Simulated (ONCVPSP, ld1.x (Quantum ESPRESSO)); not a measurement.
Potentials for chlorine compared

Generated with ld1.x 7.5 (TM, RRKJ, ultrasoft, PAW), atompaw 4.2 or ONCVPSP 4.0.1. The cutoff is in Ry: for ld1.x and atompaw files where the sum of valence levels is converged to 10 mRy in a Bessel basis, for ONCV files where the hardest occupied wave has 1 mHa per electron of residual kinetic energy. The error is the largest all-electron minus pseudo excitation energy over each file’s own four to seven test configurations (ionisations up to +4, promotions, holes and added fractions of an electron), all of which were solved. The labels leave out finer settings (local radius, basis sizes, second energies), which also bear on the numbers. Spin-polarised tests are not counted. The rows are a selection from randomly drawn settings: files with unsolved tests, undetermined cutoffs or missed reference levels are left out.

```csv
potential,cutoff (Ry),largest error (meV),bound ghosts
"ONCV, PBE, scalar-relativistic, rc 0.65/0.80 (sp), local smoothed, core correction no, reference 2s2 2p6 3s2 3p5, qcut 23/18, projectors 2/2",314,+11,none
"ultrasoft, PW91, scalar-relativistic, rc 1.55/1.30 (sp), local smoothed, core correction yes, reference 3s2 3p3",21,+33,none
"TM, PBEsol, non-relativistic, rc 1.35/1.05/1.25 (spd), local smoothed, core correction no, reference 3s1 3p6",100,+367,none
"ONCV, LDA (Perdew-Zunger), scalar-relativistic, rc 0.80/0.60/0.70 (spd), local smoothed, core correction yes, reference 2s2 2p6 3s2 3p5, qcut 13.1/22.1/15, projectors 2/3/1",453,+9.1,none
"TM, LDA (PZ), scalar-relativistic, rc 1.00/1.05/1.05 (spd), local p, core correction no, reference 3s2 3p5",140,+352,none
"TM, PBE, scalar-relativistic, rc 1.20/1.00 (sp), local smoothed, core correction no, reference 3s2 3p5",120,+102,none
"ONCV, LDA (Perdew-Wang 92), scalar-relativistic, rc 1.40/1.25 (sp), local smoothed, core correction yes, reference 3s1.75 3p5.25, qcut 5.7/6.9, projectors 2/1",30,+6.6,none
```

Task: Fill in the row for Cl: PAW, PBE, non-relativistic, rc 0.70/0.80/0.85 (spd), local d, core correction yes, reference 2s2 2p6 3s1.75 3p5.25.

Result: cutoff 300 Ry, largest error +92 meV, bound ghosts: none.

Task: Fill in the row for Cl: ultrasoft, PBE, scalar-relativistic, rc 1.35/1.60/1.50 (spd), local smoothed, core correction yes, reference 3s2 3p5.

Result: cutoff 25 Ry, largest error +111 meV, bound ghosts: none.
